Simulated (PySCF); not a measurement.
Gas-phase reaction: 2 InCH3 + 3 CH3CF3 → 2 InF + 3 C2H5F + C2F4

Computed with PySCF and rigid-rotor harmonic-oscillator thermochemistry at 1 bar. † marks an energy on the PBE0/def2-TZVP geometry and frequencies; other levels use their own. All species are closed-shell singlets. In: scalar-relativistic def2 core potential, no spin-orbit coupling. InCH3: computed as isolated molecules; such fragments, hydroxides, amides, oligomers or adducts are transient or little studied in the gas.

LDA/def2-TZVP† gives ΔH°(298 K) = 74 kJ.

**Question.** What do PBE/def2-SVP, r2SCAN/def2-TZVP†, PBE/def2-TZVP† give?

**Answer.** PBE/def2-SVP: 67 kJ; r2SCAN/def2-TZVP†: 35 kJ; PBE/def2-TZVP†: -8 kJ. For scale, ΔH°(298 K) is 74 kJ at this level, 39 kJ at ωB97M-V/def2-TZVP†, and runs from -368 to 102 kJ over the 18 levels computed.
